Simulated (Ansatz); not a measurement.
Reaction (substitution at a C–N bond): `C[N]([GeH3])[SiH](O)F` + `BNB` → `BN(B)C` + `O[SiH](F)[NH][GeH3]`

Isolated molecules relaxed with PBE0-D4/def2-TZVP in Ansatz; ΔE leaves out vibrations. CCSD(T)/CBS adds triple-zeta CCSD(T) − MP2 to the extrapolated MP2 energy (def2 sets, frozen cores). This one scheme is used for every species. DFT in def2-TZVPP. B3LYP here is the variant with VWN-RPA as its local correlation; programs differ in this. For Ge outer-core shells are correlated without core-valence functions, which leaves a few kJ/mol of doubt a bond. Scalar relativity is left out up to krypton. One conformer a species, not always the lowest.

**Question.** Is it downhill or uphill in electronic energy at CCSD(T)/CBS, and by how much? (An estimate is asked.)

**Answer.** Computed: Downhill: ΔE = -1.0 kcal/mol.

**Question.** What do these levels give: PBE0-D4, B3LYP-D4, ωB97X-V, ωB97M-V, CCSD(T)/def2-TZVPP, CCSD/CBS(def2)? (Estimate.)

**Answer.** The calculation gave: PBE0-D4 -0.6, B3LYP-D4 -0.4, ωB97X-V -0.7, ωB97M-V -0.7, CCSD(T)/def2-TZVPP -0.9, CCSD/CBS(def2) -1.1 kcal/mol.

Largest T1 diagnostic among the species: 0.012.

The D4 term adds +0.8 kcal/mol with B3LYP and +0.5 kcal/mol with PBE0; it sums over pairs of atoms, weighted by their polarisabilities, and B3LYP, whose exchange is more repulsive, gets the larger term.
